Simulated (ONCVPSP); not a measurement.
# What one change does to a pseudopotential (titanium (Ti), ONCV)

- Element: titanium (Ti)
- Generator: ONCVPSP 4.0.1
- Type: optimised norm-conserving Vanderbilt (ONCV)
- Functional: LDA (Perdew-Wang 92)
- Relativity: scalar-relativistic
- Frozen core: [Ne]
- Valence charge: 12
- Reference configuration: 3s2 3p6 3d2 4s1.75 4p0.25
- Partial waves: 3s+4s: rc 1.55 bohr, ncon 4, nbas 9, qcut 9.6 1/bohr, 2 projectors; 3p+4p: rc 2.10 bohr, ncon 5, nbas 8, qcut 8.3 1/bohr, 2 projectors; 3d: rc 2.25 bohr, ncon 4, nbas 9, qcut 7.6 1/bohr, 2 projectors, debl 3.3 Ha
- Local potential: polynomial inside 1.00 bohr (lpopt 1, dvloc0 6 Ha)
- Core correction: none

Change: all radii scaled by about 1.20 (s 1.86, p 2.52, d 2.70 bohr); local potential polynomial inside 1.20 bohr (lpopt 1, dvloc0 6 Ha).

Cutoffs: the cutoffs (Ha) at which the residual kinetic energy of the hardest occupied pseudo-wave falls to 1 and 0.1 mHa per electron; they do not see the model core or the augmentation charge, which bear on the density cutoff. Errors are all-electron minus pseudo energies relative to the spin-unpolarised reference configuration.

Task: What does the change do?

Result: The potential gets softer (26 Ha and 32 Ha → 21 Ha and 27 Ha); of the 4 tests that both files solve, the error grows in 0 and shrinks in 2 by more than 15 % and 0.3 meV (median size 0.5 → 0.1 meV); neither file shows a bound ghost. A larger radius leaves more room for a smooth pseudo-wave, so fewer plane waves are needed.

```csv
quantity,base,changed
"cutoff, loose",26 Ha,21 Ha
"cutoff, tight",32 Ha,27 Ha
loose cutoff by channel,"s 26 Ha, p 19 Ha, d 20 Ha","s 21 Ha, p 17 Ha, d 17 Ha"
bound ghosts,none,none
GHOST(+) flags under 300 eV,none,none
"error for 3s2 3p6 3d2 4s2 4p0, meV [ΔE -0.77 eV]",+0.1,0.0
"error for 3s2 3p6 3d2 4s1 4p0, meV [ΔE 6.76 eV]",+0.2,+0.1
"error for 3s2 3p6 3d2 4s0 4p0, meV [ΔE 20.55 eV]",+1.5,-1.0
"error for 3s2 3p6 3d2 4s0 4p1, meV [ΔE 10.61 eV]",+0.9,-0.2
```
